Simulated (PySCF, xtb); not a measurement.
ClH6NSi3, SMILES Cl[SiH]1[SiH2]N[SiH2]1.

GFN2-xTB (xtb) at its own geometry gives an orbital gap of 3.47 eV and a dipole moment of 1.83 D.

Geometry: PBE0-D3(BJ)/def2-SVP. The structure was generated by enumeration, and PubChem lists no compound with its InChIKey, so it may never have been made.

Q: What does HF/def2-TZVP in PySCF give? (Estimate from the structure and the level; the computed values follow.)

A: gap 11.70 eV (levels -9.62 and 2.08 eV), dipole 2.15 D.
